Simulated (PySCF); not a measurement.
C₄H₆O₃S.
Bonds: O1–S2 (double), S2–O3 (double), S2–O4, S2–C5, C5–C6 (double), C6–C7, C7–C8, C6–C8. Hydrogens: H9 on O4; H10 on C5; H11, H12 on C7; H13, H14 on C8.

Probes without a nucleus sit at each ring's centroid and 1 Å off its mean plane on both sides; NICS is minus the shielding there, NICSzz its component along the normal. Level: GIAO PBE0/pcSseg-1 (PySCF, non-relativistic, gas phase) on the GFN2-xTB geometry, one conformer.

Ring bond lengths (Å), with Mayer bond orders in brackets: C6–C7 1.461 (0.95), C7–C8 1.514 (0.99), C8–C6 1.466 (0.97).

**Question.** What do the NICS probes read (ppm)?

**Answer.** 
```csv
ring,type,NICS(0),"NICS(1), two faces","NICS(1)zz, two faces",rms pucker (Å),"centre to ring atoms, mean (Å)"
C6–C7–C8,3-membered carbocycle; formal bonds all single,-30.7,-7.7 / -7.8,-19.1 / -19.0,0.00,0.85
```

**Question.** What can be read from them?

**Answer.** 
- C6–C7–C8: mean NICS(1)zz -19.1 ppm, shielded. C7, C8 have four or more neighbours, so the value isn't read as a sign of a π ring current. NICS(0) lies 23 ppm below the mean NICS(1).

**Question.** At the second NICS(1) probe listed for ring C6–C7–C8, 1 Å off the ring, what do the in-plane components average?

**Answer.** The isotropic value is a third of the trace: (3 × -7.8 − (-19.0))/2 = -2.2 ppm.

Conformer computed: `[O:1]=[S:2](=[O:3])([OH:4])[CH:5]=[C:6]1[CH2:7][CH2:8]1`: O1–S2–C5–C6 -15°, H–O4–S2–O1 0°.
